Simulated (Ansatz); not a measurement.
Calculated with Ansatz (gas phase, PBE0-D4/def2-TZVP geometries, no zero-point term in ΔE). CCSD(T)/CBS is the MP2 limit (def2-TZVPP, def2-QZVPP) plus CCSD(T) − MP2 in def2-TZVPP, frozen cores. This one scheme is used for every species. DFT in def2-TZVPP. B3LYP here is the variant with VWN-RPA as its local correlation; programs differ in this. Each species was taken in one conformer, which may not be the lowest.

`ClBCl` + ethylmethylamine → `CCN(C)BCl` + HCl  (ligand exchange at a B–Cl bond)

```
             level  ΔE (kcal/mol)  difference from CCSD(T)/CBS
            PBE-D4          -14.0                          1.5
           PBE0-D4          -14.3                          1.2
          B3LYP-D4          -15.1                          0.4
           ωB97M-V          -14.7                          0.8
            B2PLYP          -13.8                          1.7
               PBE          -12.4                          3.1
    MP2/def2-TZVPP          -15.7                         -0.2
    MP2/def2-QZVPP          -15.7                         -0.2
SCS-MP2/def2-QZVPP          -15.0                          0.5
      HF/CBS(def2)          -11.2                          4.3
       CCSD(T)/CBS          -15.5                            0
```

Largest T1 diagnostic among the species: 0.012.

In def2-TZVPP, CCSD(T) changes the Hartree–Fock value by −4.5 kcal/mol (the triples alone add −0.5 kcal/mol) and MP2 by −4.6 kcal/mol. The D4 term adds −2.5 kcal/mol with B3LYP and −1.5 kcal/mol with PBE0; it sums over pairs of atoms, weighted by their polarisabilities, and B3LYP, whose exchange is more repulsive, gets the larger term.
